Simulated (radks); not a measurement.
Q: Species: Nb4+. Configuration: [Kr] 4d1. All-electron calculation, Dirac Kohn-Sham, PBE, spin-unpolarised, spherical densities, finite nucleus; open shells are shared between the two j in proportion to 2j + 1; Fermi nuclear charge, rms radius 4.324 fm. Program: a radial shooting solver on a logarithmic mesh with Libxc functionals. Some entries of the table are withheld. Estimate them.

orbital,occ.,eigenvalue (eV),<1/r> (bohr^-1),<r^2> (bohr^2)
1s1/2,2,-18846.27,42.40,0.001757
2s1/2,2,-2676.466,9.626,0.02938
2p1/2,2,-2460.084,(1),0.02224
2p3/2,4,-2364.312,(2),0.02361
3s1/2,2,-485.6172,3.276,0.2249
3p1/2,2,-404.1611,3.173,0.2241
3p3/2,4,-388.6326,3.068,0.2347
3d3/2,4,(3),2.873,(4)
3d5/2,6,(5),2.846,(6)
4s1/2,2,-103.4093,1.199,1.457
4p1/2,2,(7),1.090,1.732
4p3/2,4,(8),1.062,1.804
4d3/2,0.4,-43.5709,0.8159,2.979
4d5/2,0.6,-43.3020,0.8104,3.014

A: 
(1) 2p1/2 <1/r> (bohr^-1): 9.600
(2) 2p3/2 <1/r> (bohr^-1): 9.164
(3) 3d3/2 eigenvalue (eV): -244.8763
(4) 3d3/2 <r^2> (bohr^2): 0.2236
(5) 3d5/2 eigenvalue (eV): -241.9827
(6) 3d5/2 <r^2> (bohr^2): 0.2271
(7) 4p1/2 eigenvalue (eV): -80.2903
(8) 4p3/2 eigenvalue (eV): -78.0142
